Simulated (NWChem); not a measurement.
All runs are NWChem calculations. System: H₃N₂, charge 0, spin multiplicity 2, at a geometry optimised with UB3LYP/def2-SVP. The structure started from a generated list of species. Its SCF solution wasn't tested for a lower state. Level: ROCCSD(T)/def2-TZVP, 2 core orbitals frozen.

Job file:

```
start mol
memory heap 100 mb stack 700 mb global 1900 mb
geometry units angstroms nocenter noautoz noautosym
  N      0.655708    -0.359048     0.098807
  N     -0.551063     0.190697    -0.127793
  H      1.328676     0.417951     0.027018
  H     -0.728456     1.177525     0.071044
  H     -1.332737    -0.417020     0.104846
end
basis spherical
  * library def2-tzvp
end
scf
  rohf
  nopen 1
  maxiter 100
  thresh 1e-7
  semidirect memsize 60000000 filesize 0
  # guess.movecs holds the orbitals of an unrestricted PBE0 run
  vectors input guess.movecs output mol.movecs
end
tce
  freeze core 2
  ccsd(t)
  2eorb
  2emet 13
  thresh 1e-6
  maxiter 100
  tilesize 24
end
task tce energy
```

Output (cleaned and shortened):

```
             Northwest Computational Chemistry Package (NWChem) 7.3.0
             --------------------------------------------------------

                                NWChem Input Module
                                -------------------

 Scaling coordinates for geometry "geometry" by  1.889725989
 (inverse scale =  0.529177249)

                             Geometry "geometry" -> ""
                             -------------------------

 Output coordinates in angstroms (scale by  1.889725989 to convert to a.u.)

  No.       Tag          Charge          X              Y              Z
 ---- ---------------- ---------- -------------- -------------- --------------
    1 N                    7.0000     0.65570800    -0.35904800     0.09880700
    2 N                    7.0000    -0.55106300     0.19069700    -0.12779300
    3 H                    1.0000     1.32867600     0.41795100     0.02701800
    4 H                    1.0000    -0.72845600     1.17752500     0.07104400
    5 H                    1.0000    -1.33273700    -0.41702000     0.10484600

 Effective nuclear repulsion energy (a.u.)      36.4790256074

            Nuclear Dipole moment (a.u.)
            ----------------------------
        X                 Y               Z
 ---------------- ---------------- ----------------
    -0.0000037795    -0.0000018897     0.0000113384


 Summary of "ao basis" -> "" (spherical)
 ------------------------------------------------------------------------------
       Tag                 Description            Shells   Functions and Types
 ---------------- ------------------------------  ------  ---------------------
 *                         def2-tzvp                  on all atoms

 Summary of "ao basis" -> "ao basis" (spherical)
 ------------------------------------------------------------------------------
       Tag                 Description            Shells   Functions and Types
 ---------------- ------------------------------  ------  ---------------------
 N                         def2-tzvp                11       31   5s3p2d1f
 H                         def2-tzvp                 4        6   3s1p

                                 NWChem SCF Module
                                 -----------------

  ao basis        = "ao basis"
  functions       =    80
  atoms           =     5
  closed shells   =     8
  open shells     =     1
  charge          =   0.00
  wavefunction    = ROHF
  use symmetry    = F
  symmetry adapt  = F

 Summary of "ao basis" -> "ao basis" (spherical)
 ------------------------------------------------------------------------------
       Tag                 Description            Shells   Functions and Types
 ---------------- ------------------------------  ------  ---------------------
 N                         def2-tzvp                11       31   5s3p2d1f
 H                         def2-tzvp                 4        6   3s1p

 Forming initial guess at       0.0s

 Starting SCF solution at       0.0s

 ----------------------------------------------
         Quadratically convergent ROHF

 Convergence threshold     :          1.000E-07
 Maximum no. of iterations :          100
 Final Fock-matrix accuracy:          1.000E-09
 ----------------------------------------------

              iter       energy          gnorm     gmax       time
             ----- ------------------- --------- --------- --------
                 1     -110.5828425785  7.69D-01  1.55D-01      0.3
                 2     -110.6051382060  2.62D-01  6.32D-02      0.4
                 3     -110.6142878037  7.39D-02  2.84D-02      0.7
                 4     -110.6157482875  7.27D-03  3.47D-03      0.9
                 5     -110.6157728820  1.19D-04  5.44D-05      1.2
                 6     -110.6157728881  3.06D-08  1.03D-08      1.8

       Final ROHF results
       ------------------

         Total SCF energy =   -110.615772888117
      One-electron energy =   -222.351808337254
      Two-electron energy =     75.257009841732
 Nuclear repulsion energy =     36.479025607405

        Time for solution =      1.7s

             Final eigenvalues
             -----------------

              1
    1  -15.5908
    2  -15.5791
    3   -1.2807
    4   -0.9675
    5   -0.7205
    6   -0.6298
    7   -0.5035
    8   -0.4549
    9   -0.0931
   10    0.1296
   11    0.1660
   12    0.2041
   13    0.3937
   14    0.4378
   15    0.4849
   16    0.5191
   17    0.5267
   18    0.5647
   19    0.5727

                       ROHF Final Molecular Orbital Analysis
                       -------------------------------------

 Vector    7  Occ=2.000000D+00  E=-5.035394D-01
              MO Center= -3.1D-01,  9.3D-02, -1.3D-01, r^2= 1.1D+00
   Bfn.  Coefficient  Atom+Function         Bfn.  Coefficient  Atom+Function
  ----- ------------  ---------------      ----- ------------  ---------------
    39      0.363783  2 N  pz                42      0.343741  2 N  pz
    45      0.266431  2 N  pz                 8      0.150409  1 N  pz

 Vector    8  Occ=2.000000D+00  E=-4.548881D-01
              MO Center=  4.4D-01, -3.3D-01,  5.7D-02, r^2= 1.4D+00
   Bfn.  Coefficient  Atom+Function         Bfn.  Coefficient  Atom+Function
  ----- ------------  ---------------      ----- ------------  ---------------
     7      0.346708  1 N  py                10      0.306973  1 N  py
     5     -0.251573  1 N  s                  4     -0.206835  1 N  s
    13      0.205338  1 N  py                64      0.173615  3 H  s

 Vector    9  Occ=1.000000D+00  E=-9.311120D-02
              MO Center=  4.6D-01, -2.4D-01,  5.3D-02, r^2= 1.2D+00
   Bfn.  Coefficient  Atom+Function         Bfn.  Coefficient  Atom+Function
  ----- ------------  ---------------      ----- ------------  ---------------
     8      0.437285  1 N  pz                11      0.418703  1 N  pz
    14      0.336202  1 N  pz                45     -0.261881  2 N  pz
    39     -0.196448  2 N  pz                42     -0.190488  2 N  pz

 Vector   10  Occ=0.000000D+00  E= 1.295826D-01
              MO Center= -5.7D-01,  1.0D+00,  1.6D-01, r^2= 4.9D+00
   Bfn.  Coefficient  Atom+Function         Bfn.  Coefficient  Atom+Function
  ----- ------------  ---------------      ----- ------------  ---------------
    36      1.876514  2 N  s                 71     -1.599562  4 H  s
    77     -0.963563  5 H  s                 65     -0.817340  3 H  s
     5      0.620168  1 N  s                 43     -0.341584  2 N  px
    35     -0.313280  2 N  s                 44      0.285829  2 N  py
    12      0.235984  1 N  px                45      0.218149  2 N  pz

 Vector   11  Occ=0.000000D+00  E= 1.660132D-01
              MO Center=  2.2D-01,  2.0D-01,  9.4D-02, r^2= 6.8D+00
   Bfn.  Coefficient  Atom+Function         Bfn.  Coefficient  Atom+Function
  ----- ------------  ---------------      ----- ------------  ---------------
    65      1.876158  3 H  s                  5     -1.652277  1 N  s
    77     -1.595908  5 H  s                 36      1.487086  2 N  s
    13     -0.551808  1 N  py                44     -0.407482  2 N  py
    45      0.173078  2 N  pz                64     -0.170240  3 H  s
    76      0.168579  5 H  s                 12     -0.160626  1 N  px

 Vector   12  Occ=0.000000D+00  E= 2.041392D-01
              MO Center= -6.6D-01,  5.2D-01,  1.8D-01, r^2= 6.3D+00
   Bfn.  Coefficient  Atom+Function         Bfn.  Coefficient  Atom+Function
  ----- ------------  ---------------      ----- ------------  ---------------
    71      2.045452  4 H  s                 77     -1.760850  5 H  s
    65     -1.309126  3 H  s                  5      1.243286  1 N  s
    44     -0.955099  2 N  py                43     -0.632484  2 N  px
    13      0.607113  1 N  py                36     -0.565628  2 N  s
    70     -0.202482  4 H  s                 76      0.180810  5 H  s

 center of mass
 --------------
 x =   0.04428106 y =  -0.07123883 z =  -0.01226524

 moments of inertia (a.u.)
 ------------------
          15.712901482112          16.018231968102          -6.218215565695
          16.018231968102          52.641100105117           2.835412609315
          -6.218215565695           2.835412609315          65.632934069713

  Mulliken analysis of the total density
  --------------------------------------

    Atom       Charge   Shell Charges
 -----------   ------   -------------------------------------------------------
    1 N    7     7.28   0.82  1.16  0.57  0.88  0.31  1.38  1.54  0.56  0.01  0.05  0.00
    2 N    7     7.42   0.82  1.16  0.51  0.80  0.18  1.50  1.71  0.68  0.01  0.05  0.01
    3 H    1     0.79   0.26  0.44  0.06  0.03
    4 H    1     0.76   0.26  0.41  0.05  0.04
    5 H    1     0.75   0.26  0.41  0.05  0.04

 Mulliken analysis of the open-shell density
 -------------------------------------------

    Atom       Charge   Shell Charges
 -----------   ------   -------------------------------------------------------
    1 N    7     0.84   0.00 -0.00  0.00 -0.00  0.00  0.33  0.34  0.17  0.00  0.00  0.00
    2 N    7     0.14   0.00 -0.00  0.00  0.00  0.00  0.06  0.05  0.01  0.00  0.01  0.00
    3 H    1     0.01   0.00  0.00 -0.00  0.01
    4 H    1     0.01   0.00  0.00 -0.00  0.00
    5 H    1     0.00   0.00  0.00 -0.00  0.00

       Multipole analysis of the density wrt the origin
       ------------------------------------------------

     L   x y z        total         open         nuclear
     -   - - -        -----         ----         -------
     0   0 0 0     -0.000000     -1.000000     17.000000

     1   1 0 0     -0.404659     -0.872302     -0.000004
     1   0 1 0      0.824044      0.457387     -0.000002
     1   0 0 1      0.215627     -0.101068      0.000011

     2   2 0 0     -7.531978     -2.488759     32.880860
     2   1 1 0      1.487228      0.913878     -7.607412
     2   1 0 1     -0.678355     -0.328255      2.824310
     2   0 2 0     -8.943830     -1.015100     10.327945
     2   0 1 1      0.313240      0.057791     -1.313073
     2   0 0 2    -10.788437     -1.643257      0.712167

                   NWChem Extensible Many-Electron Theory Module
                   ---------------------------------------------


            General Information
            -------------------
      Number of processors :     1
         Wavefunction type : Restricted open-shell Hartree-Fock
          No. of electrons :    17
           Alpha electrons :     9
            Beta electrons :     8
           No. of orbitals :   160
            Alpha orbitals :    80
             Beta orbitals :    80
        Alpha frozen cores :     2
         Beta frozen cores :     2
     Alpha frozen virtuals :     0
      Beta frozen virtuals :     0
         Spin multiplicity : doublet
    Number of AO functions :    80
       Number of AO shells :    34
        Use of symmetry is : off
      Symmetry adaption is : off
         Schwarz screening : 0.10D-09

          Correlation Information
          -----------------------
          Calculation type : Coupled-cluster singles & doubles w/ perturbation
   Perturbative correction : (T)
            Max iterations :      100
        Residual threshold : 0.10D-05
     T(0) DIIS level shift : 0.00D+00
     L(0) DIIS level shift : 0.00D+00
     T(1) DIIS level shift : 0.00D+00
     L(1) DIIS level shift : 0.00D+00
     T(R) DIIS level shift : 0.00D+00
     T(I) DIIS level shift : 0.00D+00
   CC-T/L Amplitude update :  5-th order DIIS
                I/O scheme : Global Array Library
        L-threshold :  0.10D-05
        EOM-threshold :  0.10D-05
 no EOMCCSD initial starts read in
 TCE RESTART OPTIONS
 SLICE:      F
 D4D5:       F
 quantumc:   F
 qrotation:  F
 pwtce:      F
 qducc:      F
 nacto:                         0
 nrotv:                         0
 nrot:                          0

            Memory Information
            ------------------
          Available GA space size is     249024000 doubles
          Available MA space size is     104853300 doubles

 Maximum block size supplied by input
 Maximum block size        24 doubles

 tile_dim =     24

 -------------------------------------------------

 Global array virtual files algorithm will be used

 Parallel file system coherency ......... OK

 4-electron integrals stored in orbital form

 v2    file size   =          8582954
 4-index algorithm nr.  13 is used
 imaxsize =       30
 imaxsize ichop =        0


CCSD iterations
 ---------------------------------------------------------
 Iter          Residuum       Correlation     Cpu    Wall
 ---------------------------------------------------------
    1   0.1783664457540  -0.4061026964825     0.4     0.4
    2   0.0411271491540  -0.4098609950728     0.5     0.5
    3   0.0160279933818  -0.4175292526614     0.4     0.4
    4   0.0074146223506  -0.4183414471268     0.5     0.5
    5   0.0057213576332  -0.4190249578379     0.4     0.4
    6   0.0025658399327  -0.4193629976219     0.4     0.4
    7   0.0012411694475  -0.4194061776153     0.4     0.4
    8   0.0009410952980  -0.4193995107498     0.4     0.4
    9   0.0007271933701  -0.4194297860558     0.4     0.4
   10   0.0008516677459  -0.4194365295305     0.4     0.4
   11   0.0001094047418  -0.4194586600728     0.4     0.4
   12   0.0000531264633  -0.4194616891381     0.4     0.4
   13   0.0000369676995  -0.4194621971275     0.4     0.4
   14   0.0000232684265  -0.4194626508414     0.5     0.5
   15   0.0000191150851  -0.4194626647420     0.5     0.5
   16   0.0000067954037  -0.4194629408807     0.5     0.5
   17   0.0000045026539  -0.4194628592209     0.4     0.4
   18   0.0000035033339  -0.4194628354370     0.4     0.4
   19   0.0000035506706  -0.4194628696038     0.4     0.4
   20   0.0000038747846  -0.4194628678853     0.4     0.4
   21   0.0000006482030  -0.4194628871483     0.4     0.4
 -----------------------------------------------------------------
 Iterations converged
 CCSD correlation energy / hartree =        -0.419462887148315
 CCSD total energy / hartree       =      -111.035235775265392

 Singles contributions
     9a   (beta ) ---     7a   (beta )        0.1087448971

 Doubles contributions
 CCSD(T)
 Using plain CCSD(T) code
             total no. of tasks          192
 total no. of tasks / no. procs          192
                         wl_min          216           2.4
                         wl_max      2985984          12.0
        thresh for no. of tasks          192

 CCSD[T]  correction energy / hartree =        -0.016582616019985
 CCSD[T] correlation energy / hartree =        -0.436045503168300
 CCSD[T] total energy / hartree       =      -111.051818391285380
 CCSD(T)  correction energy / hartree =        -0.015770845409474
 CCSD(T) correlation energy / hartree =        -0.435233732557789
 CCSD(T) total energy / hartree       =      -111.051006620674869

 Task  times  cpu:       35.0s     wall:       35.0s

 Total times  cpu:       35.0s     wall:       35.0s
```
